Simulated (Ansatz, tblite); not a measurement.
Removing and adding an electron: B6N6H18, a cluster cut from wurtzite BN (hydrogen-capped). Total charge 0; singlet. Geometry: r2SCAN-D4/def2-SVP. Ansatz, gas phase; energy differences of separate SCF runs; the oxidised species was run as a doublet alone; the reduced species was run as a doublet alone.

```xyz
30

N     0.819    0.831    1.598
B     1.236    1.209    0.113
B     1.415   -1.401    0.283
N     1.491   -0.119   -0.660
N    -0.037    1.906   -0.530
B     0.530   -0.290   -1.918
B    -0.424   -0.153    1.672
N    -0.084   -1.411    0.820
N    -1.622    0.606    0.958
B    -1.321    0.972   -0.557
B    -1.109   -1.634   -0.379
N    -0.935   -0.343   -1.295
H     1.611    0.286    1.965
H     0.720    1.647    2.205
H     2.184    1.981    0.122
H     2.205   -1.274    1.235
H     1.664   -2.417   -0.339
H     2.440   -0.103   -1.033
H    -0.224    2.832   -0.143
H     0.209    2.046   -1.520
H     0.635    0.698   -2.668
H     0.784   -1.312   -2.528
H    -0.708   -0.392    2.838
H    -0.163   -2.238    1.411
H    -1.972    1.398    1.499
H    -2.386   -0.083    0.917
H    -2.270    1.569   -1.046
H    -0.846   -2.649   -0.997
H    -2.272   -1.687    0.062
H    -1.569   -0.474   -2.084
```

The xTB rows come from tblite. LC-ωPBE has ω = 0.4 bohr⁻¹. Single mean-field runs in def2-TZVP are fitted with def2-universal-jkfit.

```
            level  −HOMO (eV)  vertical IE (eV)  −LUMO (eV)  vertical EA (eV)  HOMO–LUMO gap (eV)  IE − EA (eV)                       remarks
 PBE-D4/def2-TZVP        5.73                 –        1.11             -0.52                4.62             –  HOMO above zero (-1 doublet)
PBE0-D4/def2-TZVP        7.00              8.73        0.33             -0.74                6.67          9.47  HOMO above zero (-1 doublet)
LC-ωPBE/def2-TZVP        9.71              9.38       -1.61             -1.14               11.32         10.51  HOMO above zero (-1 doublet)
```

**Question.** Estimate the rows for GFN1-xTB, GFN2-xTB.

**Answer.** 
| level | −HOMO (eV) | vertical IE (eV) | −LUMO (eV) | vertical EA (eV) | HOMO–LUMO gap (eV) | IE − EA (eV) |
| --- | --- | --- | --- | --- | --- | --- |
| GFN1-xTB | 10.14 | 12.53 | 3.71 | 1.04 | 6.42 | 11.49 |
| GFN2-xTB | 9.30 | 11.54 | 0.35 | -1.99 | 8.94 | 13.54 |

Relaxing the oxidised species (r2SCAN-D4/def2-SVP) changes its energy by -0.78 eV at PBE0-D4/def2-TZVP, so the adiabatic ionisation energy to this nearest minimum is 7.95 eV.  Run but left out: PBE-D4/def2-TZVP (charge +1 doublet: an occupied level 0.12 eV above an empty one).   A HOMO above zero means that the electron is unbound at that level or that self-interaction error raises the level; the energy of removing that electron tells which. Raw xTB energy differences between charge states are shifted by several eV; the methods need an empirical correction for them. Sets without diffuse functions give affinities that are too small. A negative affinity means that the extra electron isn't bound; its size then hangs on the basis.
